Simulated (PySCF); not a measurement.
C₃H₆BFO, SMILES C(B1CCO1)F.

Geometry optimised at B3LYP-D3(BJ)/def2-SVP. This is a generated structure with no PubChem entry under its InChIKey; it may be hypothetical. The values are those of a single conformer.

Two levels are set side by side: TDA-PBE/def2-SVPD (PySCF) and TDA-PBE0/def2-SVPD (PySCF). Vertical, same geometry. The lowest singlet is HOMO→LUMO 99 % with PBE and HOMO→LUMO 99 % with the other functional; states are paired by order. Differences are taken from unrounded values.

| quantity | TDA-PBE0 |
|---|---|
| lowest singlet excitation (eV) | 6.54 |
| lowest triplet excitation (TDA) (eV) | 5.98 |
| first bright state (f over 0.05) (eV) | 8.16 |
| its oscillator strength | 0.16 |

### Question
What does TDA-PBE give, and how far is it from TDA-PBE0? (An estimate is asked for; the answer gives what the named calculation found.)

### Answer

| quantity | TDA-PBE | TDA-PBE minus TDA-PBE0 |
|---|---|---|
| lowest singlet excitation (eV) | 6.03 | -0.51 |
| lowest triplet excitation (TDA) (eV) | 5.57 | -0.41 |
| first bright state (f over 0.05) (eV) | 7.13 | -1.03 |
| its oscillator strength | 0.10 | -0.07 |

Functionals without exact exchange tend to place singlet excitations lower, as here. Differences between two approximate levels are no errors against the true value.

Rough cost on one machine, each run with all the roots and properties that it gave: TDA-PBE0 against TDA-PBE about 3 times.
